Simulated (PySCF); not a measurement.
B(Cl)(OMe)(SiH3) (CH6BClOSi), SMILES COB([SiH3])Cl. Coordinates come from a r2SCAN-D4/def2-SVP optimisation. The structure was generated by enumeration, and PubChem lists no compound with its InChIKey, so it may never have been made. Other conformers were not sampled.

Computed equilibrium geometry at r2SCAN-D4/def2-SVP (PySCF confirms it by a frequency run) as Cartesian coordinates in Å (one conformer of several):
```xyz
11

B      0.1122    -0.1969     0.1085
Cl     0.6625    -0.7659     1.7006
O      0.3277    -1.0394    -0.9138
C     -0.0324    -0.7840    -2.2596
H     -0.5010     0.2064    -2.3870
H      0.8717    -0.8368    -2.8842
H     -0.7372    -1.5607    -2.5923
Si    -0.7753     1.6339    -0.0329
H     -0.8588     2.2982     1.3001
H     -2.1603     1.5148    -0.5955
H     -0.0121     2.5271    -0.9650
```
